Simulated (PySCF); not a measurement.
PBE on Ne(2+) (neon, charge +2), [He] 2s1 2p4 3d1, one real determinant (an excited configuration). All numbers are calculated (PySCF 2.14, the non-relativistic Hamiltonian (point nucleus), in dyall-av2z (11s7p2d, 42 functions)).

```
cycle= 1 E= -123.526218512039  delta_E= -0.00514  |g|= 0.00707  |ddm|= 0.053
cycle= 2 E= -123.526221361677  delta_E= -2.85e-06  |g|= 0.000401  |ddm|= 0.00133
cycle= 3 E= -123.526221378344  delta_E= -1.67e-08  |g|= 0.000101  |ddm|= 8.43e-05
cycle= 4 E= -123.526221379711  delta_E= -1.37e-09  |g|= 1.9e-05  |ddm|= 2.53e-05
cycle= 5 E= -123.526221379775  delta_E= -6.41e-11  |g|= 1.43e-06  |ddm|= 4.77e-06
converged SCF energy = -123.526221379775  <S^2> = 6.0004777  2S+1 = 5.0001911
```

Highest occupied orbital energy: 3.312 eV; ⟨L²⟩ = 8.00; populations by l: s 3.00, p 4.00, d 1.00.

Question: Can this result be used?

Answer: Not for this state. The calculation finished and met its thresholds. ⟨L²⟩ = 8.00 against 12 for a pure F term, so this real determinant mixes terms. The outer electron is Rydberg-like, and this basis confines it to a smaller radius and binds it less than a complete one would. At PBE the highest occupied level has a positive energy, so only the finite basis holds that electron; for this excited configuration the basis is too tight for the outer shell.
